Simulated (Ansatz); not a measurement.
Geometry optimisation, Ansatz 0.2.0, UKS revPBE-D4/def2-SVP.

The input (input.yaml):

```yaml
crystal:
  periodic: [false, false, false]
  atoms:
    - { symbol: C, position_ang: [-1.3133, -0.6414, 0.4135] }
    - { symbol: B, position_ang: [0.1277, -0.1695, 0.7207] }
    - { symbol: Si, position_ang: [1.2051, 0.6217, -0.679] }
    - { symbol: F, position_ang: [1.4674, -0.4578, -1.9469] }
    - { symbol: F, position_ang: [0.5184, 2.0323, -1.2377] }
    - { symbol: H, position_ang: [-1.9415, 0.3063, 0.0709] }
    - { symbol: H, position_ang: [-1.3375, -1.3575, -0.3997] }
    - { symbol: H, position_ang: [-1.7911, -1.0058, 1.3062] }
    - { symbol: H, position_ang: [0.5787, -0.3072, 1.8474] }
    - { symbol: H, position_ang: [0.90894, 0.68401, 0.54725] }
magnetization:
  spin_polarized: true
basis:
  gaussian: { orbitals: def2-SVP }
hamiltonian:
  xc: revpbe
  dispersion: d4
relax:
  f_tol: 0.02
  max_steps: 50
output:
  orbitals: {}
```

Launched with:

```bash
$ ansatz run input.yaml --threads 2 --pin off --max-ram 3072MiB --backend cpu --events-out ev --progress --plain --runs-dir out
```

Where does it end, and by what steps?

The run converged. After 18 steps the energy has fallen by 4.761 eV; H10 moved furthest, 1.39 Å. The start is strongly strained (largest force component 10 eV/Å), so its close contacts needn't be bonds. Parted: Si3–H10 (1.26 → 2.61 Å).

| step | energy less start (eV) | largest force component (eV/Å) | accepted |
| --- | --- | --- | --- |
| 0 | 0.0000 | 9.671 | yes |
| 1 | -1.6596 | 5.711 | yes |
| 2 | -2.7451 | 2.951 | yes |
| 3 | -3.4548 | 1.715 | yes |
| 4 | -3.9471 | 0.857 | yes |
| 5 | -4.2715 | 1.005 | yes |
| 6 | -4.4788 | 1.212 | yes |
| 7 | -4.6043 | 0.765 | yes |
| 8 | -4.6813 | 0.636 | yes |
| 9 | -4.7211 | 0.345 | yes |
| 10 | -4.7272 | 0.337 | yes |
| 11 | -4.7372 | 0.141 | yes |
| 12 | -4.7484 | 0.116 | yes |
| 13 | -4.7544 | 0.095 | yes |
| 14 | -4.7580 | 0.124 | yes |
| 15 | -4.7574 | 0.181 | no |
| 16 | -4.7601 | 0.062 | yes |
| 17 | -4.7607 | 0.029 | yes |
| 18 | -4.7609 | 0.009 | yes |

```xyz
10
Properties=species:S:1:pos:R:3
C -1.119 -0.425 0.254
B 0.298 0.044 1.045
Si 0.931 0.463 -0.756
F 1.262 -0.654 -1.903
F 0.397 1.735 -1.635
H -1.678 0.361 -0.297
H -1.055 -1.331 -0.382
H -1.754 -0.695 1.127
H 0.941 -0.879 1.516
H 0.199 1.086 1.675
```

Whether the end is a true minimum wasn't checked by a vibrational analysis.

The run took 59 s on 2 threads of Intel(R) Xeon(R) Platinum 8259CL CPU @ 2.50GHz (Skylake/Cascade Lake) (shared host), peak memory 0.24 GiB.
